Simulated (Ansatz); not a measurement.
C$_{2}$H$_{6}$OSi$_{2}$ (`C[SiH]1[SiH2]C1=O`): the same geometry under several functionals.

```yaml
crystal:
  periodic: [false, false, false]
  atoms:
    - {symbol: C, position_ang: [-1.723451, -0.295294, 0.416138]}
    - {symbol: Si, position_ang: [0.090382, 0.119886, 0.533940]}
    - {symbol: Si, position_ang: [1.722202, -0.589292, -1.462470]}
    - {symbol: C, position_ang: [1.000956, 1.104453, -0.839903]}
    - {symbol: O, position_ang: [1.083891, 2.255100, -1.169689]}
    - {symbol: H, position_ang: [-1.954825, -1.225479, 0.939536]}
    - {symbol: H, position_ang: [-2.315238, 0.509271, 0.859475]}
    - {symbol: H, position_ang: [-2.019131, -0.397327, -0.629845]}
    - {symbol: H, position_ang: [0.644068, 0.102461, 1.910604]}
    - {symbol: H, position_ang: [2.800521, -0.446056, -0.396368]}
    - {symbol: H, position_ang: [0.735825, -1.194622, -0.140819]}
basis:
  gaussian: {orbitals: def2-TZVPP}
hamiltonian: {xc: {name: wB97M-V}}
output: {forces: true, orbitals: {seedname: orbitals}}
```

```sh
$ ansatz run in.yaml --threads 4 --pin off --events-out ev --progress --plain --max-ram 10444MiB
```

It prints (some lines left out):

```
Functional definition: wB97M-V
1447 factors; their error is unknown
335 factors; integrals over basis functions are off by at most 1.2e-5 eV
mean field evaluation 1: about -19964.0368 eV, gradient 5.7e1 eV
mean field evaluation 2: about -19961.6685 eV, gradient 7.1e1 eV
mean field evaluation 4: about -19971.0296 eV, gradient 3.9e0 eV
mean field evaluation 8: about -19971.1015 eV, gradient 2.5e-1 eV
mean field evaluation 16: about -19971.1073 eV, gradient 1.3e-3 eV
mean field -19971.10729069 eV, -733.9246560301 hartree, gradient 7.2e-5 eV, S^2 0.000000; 0 other end points of the search recorded, 0 dependent functions left out
reference -19971.10734329 eV, -733.9246579633 hartree; 27, 27 occupied and 234, 234 virtual orbitals, 1447 factors
Total energy: -19971.10734329 eV, -733.9246579633 hartree
Atom 0 at    -1.723451    -0.295294     0.416138 Å, force    -0.026741     0.039543     0.019673 eV/Å
Atom 1 at     0.090382     0.119886     0.533940 Å, force     0.072603    -0.116144     0.120836 eV/Å
Atom 2 at     1.722202    -0.589292    -1.462470 Å, force     0.203003     0.013637    -0.108717 eV/Å
Atom 3 at     1.000956     1.104453    -0.839903 Å, force    -0.065911    -0.305927     0.109026 eV/Å
Atom 4 at     1.083891     2.255100    -1.169689 Å, force    -0.000346     0.224377    -0.046091 eV/Å
Atom 5 at    -1.954825    -1.225479     0.939536 Å, force     0.024542     0.079695    -0.042272 eV/Å
Atom 6 at    -2.315238     0.509271     0.859475 Å, force     0.025148    -0.071185    -0.039072 eV/Å
Atom 7 at    -2.019131    -0.397327    -0.629845 Å, force     0.018441     0.006377     0.074181 eV/Å
Atom 8 at     0.644068     0.102461     1.910604 Å, force    -0.074088     0.008912    -0.167759 eV/Å
Atom 9 at     2.800521    -0.446056    -0.396368 Å, force    -0.092498    -0.019139    -0.046829 eV/Å
Atom 10 at     0.735825    -1.194622    -0.140819 Å, force    -0.084153     0.139852     0.127024 eV/Å
Dipole moment:    -0.461276    -0.393087     0.423379 e Å
```

Run time 14 s (4 threads of an Arm Neoverse V1 on a shared host); peak host memory 0.98 GiB.

With the line `hamiltonian: {xc: pbe, dispersion: d4}` (abridged; 2.8 s):

```
Functional definition: PBE
mean field evaluation 16: about -19961.0308 eV, gradient 1.1e-3 eV
mean field -19961.03079993 eV, -733.5543518250 hartree, gradient 1.6e-5 eV, S^2 0.000000
Total energy: -19961.30895836 eV, -733.5645739584 hartree
Atom 0 force     0.007058    -0.075680     0.006945 eV/Å
Atom 1 force    -0.055603     0.153911     0.095475 eV/Å
Atom 2 force    -0.074150    -0.205380    -0.147483 eV/Å
Atom 3 force     0.024178    -0.709262     0.181310 eV/Å
Atom 4 force     0.081972     1.042675    -0.320938 eV/Å
Atom 5 force    -0.074319    -0.186558     0.093612 eV/Å
Atom 6 force    -0.099280     0.154708     0.082377 eV/Å
Atom 7 force    -0.063691    -0.020307    -0.196263 eV/Å
Atom 8 force     0.074055    -0.039041     0.174986 eV/Å
Atom 9 force     0.116460     0.021208     0.098446 eV/Å
Atom 10 force     0.063321    -0.136274    -0.068466 eV/Å
Dipole moment:    -0.417635    -0.364741     0.373645 e Å
```

The same input with `hamiltonian: {xc: pbe0, dispersion: d4}` and no forces (abridged; 3.5 s):

```
Functional definition: PBE0
mean field evaluation 16: about -19962.5254 eV, gradient 9.6e-4 eV
mean field -19962.52540871 eV, -733.6092776844 hartree, gradient 5.7e-5 eV, S^2 0.000000
Total energy: -19962.76175790 eV, -733.6179633567 hartree
```
